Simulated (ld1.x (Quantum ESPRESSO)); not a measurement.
Au (Z = 79): excitation energies, all-electron against TM

gold (Au), norm-conserving Troullier–Martins (Kleinman–Bylander form), made with ld1.x (Quantum ESPRESSO) 7.5 (LDA (PZ), scalar-relativistic). Core [Kr] 4d10 4f14, reference 5s2 5p6 5d10 6s0 6p0 (charge +1). Waves: 5s (bound): rc 1.20 bohr; 5p (bound): rc 1.30 bohr; 5d (bound): rc 1.85 bohr. Local part: all-electron potential smoothed inside 1.85 bohr (lloc = -1). Core correction: none.

Energies are relative to the spin-unpolarised reference configuration 5s2 5p6 5d10 6s0 6p0; without spin polarisation the order of configurations can differ from experiment. Spin-polarised rows fill each open shell by Hund’s rule, majority spin first. Not all tests gave a result: 5 of 9 tests not solved or not reliable. Left out of the table: 5s2 5p6 5d10 6s1 6p0 (solver errors, printed error -3.7 eV); 5s2 5p6 5d9 6s1 6p0 (solver errors, printed error -4.2 eV); 5s2 5p6 5d10 6s0.5 6p0 (solver errors, printed error -955 meV); 5s2 5p6 5d9 6s2 6p0 (solver errors, printed error -15.8 eV); 5s2 5p6 5d10 6s1 6p0 (spin-polarised) (solver errors, printed error -3.6 eV).

```json
{"valence configuration": "5s2 5p6 5d9 6s0 6p0", "charge": "+2", "ΔE all-electron (eV)": "21.501", "error AE − PS (meV)": "-4.2"}
{"valence configuration": "5s2 5p6 5d8 6s0 6p0", "charge": "+3", "ΔE all-electron (eV)": "55.668", "error AE − PS (meV)": "-16"}
```

(1) What are ΔE and the potential's error for 5s2 5p6 5d10 6s0 6p1?

(2) What are ΔE and the potential's error for 5s2 5p6 5d9 6s0 6p0 (spin-polarised)?

Note: ghost state, extra bound levels that the all-electron valence spectrum of the same l lacks: s at -52.9 eV. A true bound ghost makes a file unfit for plane-wave use.

## Answers

(1) ΔE = -4.376 eV all-electron; the error (AE − PS) is +26 meV.

(2) ΔE = 21.360 eV all-electron; the error (AE − PS) is +8.8 meV.
